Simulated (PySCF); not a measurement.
Species: C5H12O2Si2.
Numbering: `[O:1]=[CH:2][C:3]1([O:4][CH2:5][SiH3:6])[CH2:7][SiH2:8][CH2:9]1`

NICS = −σ at a ghost point: NICS(0) at the centroid of the ring atoms, NICS(1) 1 Å to either side along the normal of their mean plane, zz for the tensor component along that normal. Level: GIAO PBE0/pcSseg-1 (PySCF, non-relativistic, gas phase) on the GFN2-xTB geometry, one conformer.

Ring bond lengths (Å), with Mayer bond orders in brackets: C3–C7 1.546 (0.96), C7–Si8 1.908 (0.91), Si8–C9 1.913 (0.91), C9–C3 1.551 (0.94).

Give the NICS values of each ring in ppm.

```
        ring                                              type  NICS(0)  NICS(1), two faces  NICS(1)zz, two faces  rms pucker (Å)  centre to ring atoms, mean (Å)
C3–C7–Si8–C9  4-membered ring with Si; formal bonds all single     -2.1         -1.8 / -1.5            -2.4 / 5.0            0.13                            1.21
```

What can be read from them?

- C3–C7–Si8–C9: mean NICS(1)zz 1.3 ppm, near zero. C3, C7, Si8, C9 have four or more neighbours; no verdict on aromaticity is drawn. The two faces differ by 7.4 ppm, so no symmetry operation interchanges them.

How shielded are the nuclei of the rings and their hydrogens (means over atoms taken as equivalent)?

```tsv
atoms	environment	σ isotropic (ppm)	principal values of the symmetric part, first atom (ppm)
C3	sp3 carbon bound to oxygen	99.9	81.0, 92.3, 126.4
C7 (×2)	sp3 carbon bound to silicon	165.1	150.0, 165.1, 190.3
Si8	SiH2 silicon	409.0	352.0, 419.7, 455.3
H on C7 (×2)	methylene hydrogen	30.12	26.2, 28.1, 35.7
H on C7 (×2)	methylene hydrogen	30.14	26.1, 29.5, 34.8
H on Si8	Si–H hydrogen	27.18	23.4, 24.9, 33.2
H on Si8	Si–H hydrogen	27.18	23.4, 25.8, 32.3
```

Conformer computed: `[O:1]=[CH:2][C:3]1([O:4][CH2:5][SiH3:6])[CH2:7][SiH2:8][CH2:9]1`: O1–C2–C3–O4 -165°, C2–C3–O4–C5 69°, C3–O4–C5–Si6 -175°.
